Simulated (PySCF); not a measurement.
C₂H₉NSi₂.
Structure used (PBE0-D3(BJ)/def2-SVP), in Å, numbered top down from 1:
```xyz
14
C2H9NSi2 angstrom
C     -2.2017   -0.5211    0.1811
C     -1.7466    0.0444   -0.9426
Si    -0.0250    0.7642   -1.0714
N      0.8244    0.6552    0.4466
Si     2.0133   -0.5109    0.9487
H     -3.2124   -0.9363    0.2642
H     -1.5685   -0.5938    1.0737
H     -2.4182    0.0963   -1.8108
H     -0.1327    2.1986   -1.4880
H      0.7713    0.0308   -2.1019
H      0.5941    1.3767    1.1251
H      3.3862    0.0729    1.0834
H      2.0496   -1.5867   -0.0846
H      1.6580   -1.1054    2.2761
```

Level of theory: PBE0-D3(BJ)/def2-SVP geometry optimisation, gas phase (PySCF).

Masses are those of the commonest isotopes; rigid-rotor values at the optimised geometry. The values belong to one conformer with, in the numbering `[CH2:1]=[CH:2][SiH2:3][NH:4][SiH3:5]`, C1–C2–Si3–N4 -3°, C2–Si3–N4–Si5 100°.

(1) Give the principal moments of inertia and the rotational constants in GHz.

(2) What kind of rotor is it?

(3) Is it planar, by Δ = Ic − Ia − Ib?

(4) Where do the levels up to J = 2 lie, in MHz?

(5) Which types of transition are allowed, and where do some lines up to J = 2 fall?

(6) Estimate the classical rotational partition function at 10 K, 100 K and 298.15 K.

## Answers

(1) Ia = 95.08, Ib = 306.16, Ic = 369.21 u·Å²; 505379 MHz·u·Å²/I gives 5315, 1651 and 1369 MHz, that is A = 5.3154, B = 1.6507, C = 1.3688 GHz.

(2) An asymmetric top; Ray's κ = -0.857.

(3) Not planar: Δ = Ic − Ia − Ib = -32.03 u·Å². For a rigid frame Δ = −2 Σ m c², so Σ m c² = 16.01 u·Å² lies off the ab plane: 8.73 from hydrogen and 7.28 from heavier atoms. The atom farthest from that plane is 1.65 Å away.

(4) Above 0(0,0):
J = 1: 1(0,1) 3020, 1(1,1) 6684, 1(1,0) 6966
J = 2: 2(0,2) 9043, 2(1,2) 12441, 2(1,1) 13287, 2(2,1) 24281, 2(2,0) 24297
Those of J = 1 are B + C, A + C and A + B.

(5) The dipole components are |μa| = 0.45 D, |μb| = 0.46 D, |μc| = 0.86 D. The squared components, which scale the intensities, stand as 0.27 : 0.28 : 1.00 (a : b : c). Some lines, for components of 0.1 D or more:

```tsv
type	branch	J(Ka,Kc)	MHz	lower level (cm⁻¹)
a	Q	2(1,1) ← 2(1,2)	846	0.415
b	R	2(0,2) ← 1(1,1)	2359	0.223
a	R	1(0,1) ← 0(0,0)	3020	0.000
b	Q	1(1,0) ← 1(0,1)	3947	0.101
b	Q	2(1,1) ← 2(0,2)	4244	0.302
a	R	2(1,2) ← 1(1,1)	5757	0.223
a	R	2(1,1) ← 1(1,0)	6321	0.232
b	R	1(1,1) ← 0(0,0)	6684	0.000
c	R	1(1,0) ← 0(0,0)	6966	0.000
c	R	2(1,1) ← 1(0,1)	10268	0.101
c	Q	2(2,1) ← 2(1,1)	10994	0.443
b	Q	2(2,0) ← 2(1,1)	11010	0.443
b	R	2(2,1) ← 1(1,0)	17315	0.232
c	R	2(2,0) ← 1(1,0)	17331	0.232
c	R	2(2,1) ← 1(1,1)	17597	0.223
b	R	2(2,0) ← 1(1,1)	17613	0.223
```

(6) Point group C1, symmetry number σ = 1; q = (√π/σ)·√((kT/h)³/(ABC)), k/h = 20836.6 MHz/K: 1540 at 10 K, 48600 at 100 K, 250000 at 298.15 K.

No frequency check. Constants of a rigid frame at the computed geometry: no zero-point averaging, no centrifugal distortion. A rigid rotor knows nothing of internal rotation, which can split or shift real lines. Quadrupole hyperfine structure (14N) is left out.
